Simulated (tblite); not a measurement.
Record of a relaxation.

Compound: C5H12BrPSi.
Atom-mapped SMILES: `[CH3:1][CH2:2]/[CH:3]=[C:4](/[Br:5])[CH2:6][SiH2:7][PH2:8]` (hydrogens: H9, H10, H11 on C1; H12, H13 on C2; H14 on C3; H15, H16 on C6; H17, H18 on Si7; H19, H20 on P8)

Computed with GFN2-xTB (tblite), gas phase: L-BFGS steps from a force-field or distance-geometry start until the largest atomic force falls under 0.01 eV/Å. 8 of its 141 geometries are shown.

Step 0: E = -683.7424 eV, largest atomic force 1.531 eV/Å
```
atom  x, y, z in Å  |  force x, y, z in eV/Å
C1      2.409    1.204    0.171   -0.304   0.546   0.206
C2      1.883   -0.222    0.160    0.197  -0.318   0.667
C3      0.922   -0.463    1.292   -1.211  -0.346  -0.248
C4     -0.329   -0.969    1.199    1.293   0.127  -0.711
Br5    -1.331   -1.208    2.798   -0.157   0.066   0.118
C6     -1.011   -1.500   -0.040    0.866  -0.462   0.756
Si7    -2.316   -0.406   -0.803   -1.353   0.711  -0.090
P8     -1.431    1.481   -1.576    0.069   0.687   0.047
H9      2.922    1.438    1.109   -0.140  -0.095  -0.178
H10     3.104    1.355   -0.645    0.096   0.009  -0.101
H11     1.578    1.921    0.046    0.327  -0.308   0.049
H12     2.732   -0.912    0.300   -0.126   0.124  -0.021
H13     1.448   -0.438   -0.800   -0.298  -0.045  -0.355
H14     1.291   -0.175    2.270   -0.043  -0.003  -0.100
H15    -1.466   -2.463    0.193   -0.105  -0.002   0.173
H16    -0.266   -1.729   -0.797    0.250   0.081  -0.081
H17    -2.956   -1.100   -1.941    0.167   0.039   0.169
H18    -3.375   -0.052    0.178    0.196  -0.234  -0.105
H19    -2.654    2.170   -1.781    0.544  -0.361   0.262
H20    -1.159    2.077   -0.322   -0.269  -0.218  -0.460
```

Step 20: E = -683.9115 eV, largest atomic force 0.086 eV/Å
```
atom  x, y, z in Å  |  force x, y, z in eV/Å
C1      2.390    1.210    0.171   -0.024   0.007   0.002
C2      1.873   -0.228    0.148    0.030   0.000  -0.009
C3      0.896   -0.456    1.257   -0.014   0.081  -0.005
C4     -0.304   -1.004    1.144   -0.009   0.021  -0.056
Br5    -1.401   -1.103    2.721   -0.020  -0.005   0.084
C6     -0.983   -1.540   -0.057   -0.002  -0.032  -0.024
Si7    -2.348   -0.372   -0.736    0.034   0.012  -0.019
P8     -1.334    1.469   -1.516    0.040  -0.070  -0.006
H9      2.874    1.432    1.121   -0.019  -0.010  -0.031
H10     3.109    1.367   -0.630   -0.022  -0.015   0.027
H11     1.563    1.905    0.032    0.023  -0.003  -0.008
H12     2.717   -0.913    0.277    0.014  -0.010  -0.007
H13     1.414   -0.428   -0.820    0.006   0.004  -0.038
H14     1.230   -0.109    2.225    0.009  -0.003   0.051
H15    -1.458   -2.490    0.190   -0.002  -0.028   0.007
H16    -0.254   -1.738   -0.841    0.030  -0.007  -0.013
H17    -2.930   -1.067   -1.890   -0.034   0.029   0.005
H18    -3.365   -0.156    0.296   -0.004   0.021  -0.016
H19    -2.518    2.130   -1.787    0.010   0.021   0.015
H20    -1.174    2.103   -0.297   -0.047  -0.013   0.038
```

Step 40: E = -683.9235 eV, largest atomic force 0.047 eV/Å
```
atom  x, y, z in Å  |  force x, y, z in eV/Å
C1      2.381    1.221    0.151   -0.007   0.004  -0.004
C2      1.858   -0.212    0.131   -0.012  -0.020  -0.017
C3      0.869   -0.423    1.234   -0.007  -0.001   0.008
C4     -0.317   -1.004    1.128   -0.002  -0.006   0.009
Br5    -1.414   -1.095    2.714    0.022  -0.002  -0.003
C6     -0.987   -1.574   -0.064   -0.004   0.001   0.000
Si7    -2.341   -0.390   -0.736   -0.014   0.002   0.007
P8     -1.235    1.434   -1.414    0.006   0.019   0.009
H9      2.838    1.451    1.111    0.008   0.002   0.012
H10     3.124    1.365   -0.629    0.002  -0.007  -0.013
H11     1.563    1.917   -0.020   -0.015   0.028  -0.018
H12     2.696   -0.902    0.270    0.014  -0.015   0.027
H13     1.409   -0.419   -0.839   -0.014   0.014  -0.043
H14     1.192   -0.051    2.197   -0.015  -0.011   0.025
H15    -1.454   -2.525    0.193    0.015  -0.005   0.010
H16    -0.251   -1.770   -0.845   -0.001  -0.020   0.007
H17    -2.981   -1.024   -1.892    0.022  -0.004   0.000
H18    -3.343   -0.138    0.304   -0.012  -0.010  -0.014
H19    -2.375    2.105   -1.812    0.004   0.014  -0.008
H20    -1.238    2.044   -0.172    0.009   0.016   0.005
```

Step 60: E = -683.9283 eV, largest atomic force 0.038 eV/Å
```
atom  x, y, z in Å  |  force x, y, z in eV/Å
C1      2.363    1.227    0.119    0.014   0.006   0.011
C2      1.834   -0.205    0.120    0.002   0.009  -0.019
C3      0.857   -0.415    1.235    0.004   0.011  -0.011
C4     -0.319   -1.019    1.146    0.003   0.024   0.005
Br5    -1.390   -1.133    2.747   -0.003   0.012  -0.011
C6     -0.995   -1.592   -0.042    0.002  -0.007   0.003
Si7    -2.319   -0.386   -0.740    0.008  -0.001  -0.006
P8     -1.182    1.450   -1.337   -0.027   0.025   0.011
H9      2.806    1.474    1.080    0.005   0.011   0.027
H10     3.123    1.349   -0.650   -0.013  -0.009  -0.014
H11     1.556    1.930   -0.082   -0.012  -0.022  -0.002
H12     2.674   -0.894    0.259   -0.007   0.001   0.002
H13     1.377   -0.415   -0.847   -0.014  -0.014  -0.010
H14     1.186   -0.036    2.194   -0.006  -0.020   0.001
H15    -1.483   -2.529    0.225   -0.005  -0.010   0.015
H16    -0.259   -1.817   -0.814    0.003   0.004  -0.007
H17    -2.901   -0.997   -1.940    0.019   0.001  -0.004
H18    -3.377   -0.175    0.253    0.014   0.008   0.003
H19    -2.293    2.124   -1.812    0.012  -0.015   0.006
H20    -1.262    2.070   -0.101    0.000  -0.015  -0.001
```

Step 80: E = -683.9306 eV, largest atomic force 0.021 eV/Å
```
atom  x, y, z in Å  |  force x, y, z in eV/Å
C1      2.345    1.223    0.099   -0.001   0.004   0.000
C2      1.824   -0.212    0.110    0.007   0.000   0.004
C3      0.861   -0.418    1.237    0.001  -0.001  -0.004
C4     -0.318   -1.017    1.157   -0.005   0.009  -0.016
Br5    -1.396   -1.098    2.754   -0.003  -0.001   0.008
C6     -0.993   -1.602   -0.026    0.002   0.001   0.000
Si7    -2.286   -0.385   -0.758    0.018   0.011  -0.003
P8     -1.164    1.482   -1.284    0.006  -0.002   0.014
H9      2.789    1.480    1.058    0.007  -0.001  -0.007
H10     3.098    1.344   -0.676    0.002   0.001   0.000
H11     1.530    1.916   -0.104   -0.003  -0.007   0.006
H12     2.668   -0.898    0.239   -0.001  -0.003   0.006
H13     1.353   -0.427   -0.851    0.005  -0.005   0.001
H14     1.196   -0.037    2.193    0.000   0.006  -0.005
H15    -1.502   -2.524    0.255    0.005   0.005   0.006
H16    -0.253   -1.858   -0.784   -0.004   0.002  -0.002
H17    -2.810   -0.980   -1.990   -0.010  -0.008  -0.015
H18    -3.374   -0.186    0.202   -0.018  -0.007   0.009
H19    -2.276    2.136   -1.781   -0.006   0.004   0.003
H20    -1.297    2.073   -0.038   -0.002  -0.008  -0.006
```

Step 100: E = -683.9324 eV, largest atomic force 0.016 eV/Å
```
atom  x, y, z in Å  |  force x, y, z in eV/Å
C1      2.346    1.213    0.079    0.003   0.000  -0.003
C2      1.840   -0.227    0.111   -0.001  -0.001   0.003
C3      0.863   -0.409    1.230   -0.002   0.005   0.002
C4     -0.323   -0.994    1.153    0.001   0.002   0.001
Br5    -1.410   -1.029    2.746   -0.002  -0.001  -0.011
C6     -0.998   -1.598   -0.020    0.002   0.001  -0.002
Si7    -2.286   -0.393   -0.781    0.003   0.003   0.003
P8     -1.170    1.498   -1.222    0.010   0.004   0.012
H9      2.825    1.474    1.020   -0.002   0.003   0.002
H10     3.067    1.343   -0.724    0.006  -0.007  -0.004
H11     1.515    1.896   -0.091    0.003   0.004  -0.008
H12     2.688   -0.901    0.268   -0.004  -0.008   0.002
H13     1.384   -0.468   -0.851   -0.004   0.001   0.005
H14     1.193   -0.011    2.181    0.001   0.000   0.004
H15    -1.511   -2.513    0.278    0.006  -0.001  -0.001
H16    -0.258   -1.871   -0.772    0.004   0.003  -0.002
H17    -2.748   -0.970   -2.047   -0.006  -0.004  -0.001
H18    -3.416   -0.239    0.140   -0.002  -0.002  -0.005
H19    -2.271    2.166   -1.725   -0.012  -0.004   0.008
H20    -1.337    2.045    0.040   -0.002   0.001  -0.006
```

Step 120: E = -683.9346 eV, largest atomic force 0.035 eV/Å
```
atom  x, y, z in Å  |  force x, y, z in eV/Å
C1      2.373    1.189    0.039    0.000  -0.002   0.003
C2      1.850   -0.243    0.124   -0.007   0.000  -0.005
C3      0.853   -0.376    1.233   -0.004   0.002   0.001
C4     -0.334   -0.958    1.147    0.003  -0.011  -0.004
Br5    -1.461   -0.948    2.712    0.005   0.008   0.008
C6     -0.985   -1.588   -0.025   -0.003  -0.005  -0.012
Si7    -2.284   -0.407   -0.806   -0.010  -0.003   0.009
P8     -1.209    1.530   -1.128    0.012   0.024   0.022
H9      2.859    1.480    0.968   -0.002   0.001   0.006
H10     3.092    1.278   -0.772    0.006  -0.001   0.011
H11     1.550    1.874   -0.154    0.004   0.003  -0.005
H12     2.686   -0.924    0.318    0.001   0.009   0.001
H13     1.403   -0.513   -0.832    0.008  -0.010  -0.008
H14     1.167    0.049    2.178    0.004   0.004   0.001
H15    -1.482   -2.510    0.275   -0.006   0.006   0.011
H16    -0.232   -1.853   -0.766    0.000  -0.004  -0.010
H17    -2.669   -0.957   -2.109   -0.002  -0.002  -0.005
H18    -3.460   -0.323    0.065    0.003  -0.002  -0.003
H19    -2.315    2.201   -1.614   -0.012  -0.007   0.002
H20    -1.407    2.009    0.158    0.002  -0.010  -0.022
```

Step 140: E = -683.9360 eV, largest atomic force 0.009 eV/Å
```
atom  x, y, z in Å  |  force x, y, z in eV/Å
C1      2.399    1.173    0.017   -0.001  -0.002   0.000
C2      1.867   -0.255    0.126    0.001  -0.001   0.001
C3      0.849   -0.354    1.219    0.003   0.001   0.001
C4     -0.339   -0.936    1.134    0.003  -0.001  -0.001
Br5    -1.480   -0.880    2.688   -0.001   0.003   0.004
C6     -0.985   -1.587   -0.029    0.000   0.001  -0.001
Si7    -2.284   -0.414   -0.823   -0.004   0.003  -0.007
P8     -1.250    1.558   -1.062   -0.001  -0.003   0.004
H9      2.853    1.488    0.955   -0.007   0.001   0.000
H10     3.148    1.237   -0.768    0.000  -0.003   0.001
H11     1.586    1.856   -0.224    0.000  -0.003  -0.001
H12     2.696   -0.931    0.358    0.004   0.003  -0.001
H13     1.443   -0.553   -0.833   -0.003   0.002   0.003
H14     1.150    0.095    2.156    0.005  -0.004   0.003
H15    -1.485   -2.503    0.287    0.003   0.000   0.002
H16    -0.231   -1.865   -0.764   -0.003   0.002  -0.005
H17    -2.617   -0.935   -2.151   -0.001  -0.001   0.003
H18    -3.487   -0.379    0.015    0.001  -0.003  -0.002
H19    -2.374    2.215   -1.526    0.001   0.004  -0.002
H20    -1.464    1.981    0.238   -0.001  -0.002  -0.002
```

**Question.** Summarise the path.

**Answer.** The energy falls by 18.68 kJ/mol from step 0 to step 140; nine tenths of that is first reached at step 26. It falls at every step. The largest force goes from 1.531 to 0.009 eV/Å. Among the bonds C6–Si7 changes most, from 1.866 to 1.922 Å; the atoms move by 0.291 Å rms after alignment.

**Question.** Follow the three bonds and two angles with the largest change from start to end.

**Answer.** 
```
step  E above end (kJ/mol)  largest force (eV/Å)  C6–Si7 (Å)  P8–H19 (Å)  P8–H20 (Å)  P8–Si7–H18 (°)  C4–C6–Si7 (°)
   0                 18.68                 1.531       1.866       1.419       1.415           108.2          116.4
   6                  4.93                 0.101       1.930       1.385       1.384           112.1          116.2
  12                  3.60                 0.145       1.917       1.379       1.378           114.5          114.4
  18                  2.60                 0.070       1.921       1.385       1.386           116.0          113.5
  24                  1.98                 0.072       1.921       1.384       1.385           115.7          112.2
  30                  1.60                 0.064       1.922       1.382       1.383           115.4          111.5
  37                  1.30                 0.042       1.921       1.382       1.383           114.6          111.2
  43                  1.13                 0.037       1.920       1.383       1.384           114.3          111.4
  49                  0.99                 0.032       1.920       1.383       1.385           114.4          111.0
  55                  0.85                 0.040       1.922       1.382       1.384           115.1          110.9
  61                  0.73                 0.029       1.922       1.383       1.384           115.4          111.3
  67                  0.65                 0.027       1.920       1.383       1.384           115.2          111.2
  73                  0.58                 0.023       1.921       1.382       1.384           114.8          111.0
  79                  0.53                 0.021       1.921       1.383       1.385           114.3          111.2
  85                  0.49                 0.027       1.921       1.383       1.384           114.2          111.1
  91                  0.43                 0.027       1.921       1.382       1.386           114.5          111.2
  97                  0.36                 0.032       1.922       1.384       1.384           114.6          111.3
 103                  0.33                 0.026       1.921       1.382       1.384           114.8          111.2
 110                  0.27                 0.024       1.921       1.382       1.386           115.0          111.2
 116                  0.19                 0.037       1.922       1.382       1.383           114.7          111.1
 122                  0.12                 0.014       1.922       1.383       1.385           114.9          110.8
 128                  0.08                 0.026       1.922       1.382       1.385           115.0          110.9
 134                  0.03                 0.025       1.921       1.383       1.384           114.8          110.7
 140                  0.00                 0.009       1.922       1.382       1.384           114.8          110.5
```

The cost below is that of the whole relaxation. Hardware: one thread of an Arm Neoverse V2, shared host with 32 logical CPUs at a one-minute load of 20. Cost: 1.2 s wall.
